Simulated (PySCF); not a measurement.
# Correlation energy of Si³⁺ (silicon, charge +3)

[Ne] 3s1, 2S determinant. Calculation: PySCF 2.14, in an even-tempered Gaussian basis (20 s from 0.054 bohr⁻², ratio 2.5; 13 p from 0.071 bohr⁻², ratio 2.5; 6 d from 0.47 bohr⁻², ratio 2.7; 5 f from 0.71 bohr⁻², ratio 2.7); the spin-free X2C one-electron Hamiltonian (Gaussian nucleus). Frozen: 1s2; 9 electrons correlated; the 23 highest virtual orbitals of each spin left out.

MP2 pair energies summed by pair of shells (mhartree):

```tsv
pair	energy	share (%)
2p-2p	-202.76	68.2
2s-2p	-66.62	22.4
2p-3s	-15.58	5.2
2s-2s	-10.33	3.5
2s-3s	-1.92	0.6
```

Total MP2 correlation energy: -297.20 mhartree.

Same-spin part -77.81 and opposite-spin part -219.39 mhartree; SCS-MP2 scales them by 1/3 and 6/5 to -289.21 mhartree.
